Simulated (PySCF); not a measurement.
# Computed properties of C2H5FSi2, SMILES C#C[Si@H]([SiH3])F

C₂H₅FSi₂, SMILES [Si@@H](F)(C#C)[SiH3]. The structure is a stationary point at B3LYP-D3(BJ)/def2-SVP. The structure was generated by enumeration; whether it is a known compound was not checked. Other conformers were not sampled. All values are computed for the isolated molecule unless a solvent is named; none is compared with measurement here.

**Structure.** All 24 harmonic modes at B3LYP-D3(BJ)/def2-SVP (PySCF) are real, so it is a minimum. With heavy atoms numbered as in [CH:1]#[C:2][Si@@H:3]([F:4])[SiH3:5], the shortest bond between them is C1–C2 at 1.218 Å and the longest Si3–Si5 at 2.346 Å.

**Vibrations.** The strongest infrared lines (harmonic, unscaled, degenerate partners summed) lie at 782 cm⁻¹ (347 km/mol, H 85 %, Si 11 %), 877 cm⁻¹ (164 km/mol, H 61 %, Si 23 %, F 15 %), 2240 cm⁻¹ (150 km/mol, H 97 %). The softest mode is at 90 cm⁻¹ and the zero-point energy is 35.1 kcal/mol.

**Electronic structure.** PBE0/def2-TZVP (PySCF) places the frontier levels at -8.08 and -1.17 eV, a gap of 6.91 eV, and gives a dipole moment of 1.78 D and a mean polarisability of 75.5 bohr³. PBE/def2-TZVP (PySCF) at the same geometry gives -6.92 and -2.06 eV, so its gap is 2.05 eV narrower. An orbital gap is neither the optical nor the fundamental gap.

**Excitations.** TDDFT-PBE0/def2-SVPD (PySCF) has S1 at 5.39 eV (230 nm, f = 0.007, weak); the most intense of the 10 singlets computed lies at 7.22 eV (f = 0.25). T1 (TDA) is at 4.65 eV. TDDFT-PBE/def2-SVPD (PySCF) puts S1 at 5.04 eV. No vertical singlet excitation falls in the visible range (under 3.1 eV).

**NMR.** GIAO shifts at KT2/pcSseg-1 (PySCF) (non-relativistic, atoms alike by connectivity averaged): ¹³C from 80.5 to 102.1 ppm against TMS; ¹H from 3.4 to 6.1 ppm against TMS; ²⁹Si from -106.5 to -6.4 ppm against TMS; ¹⁹F at -248.3 ppm against CFCl3.
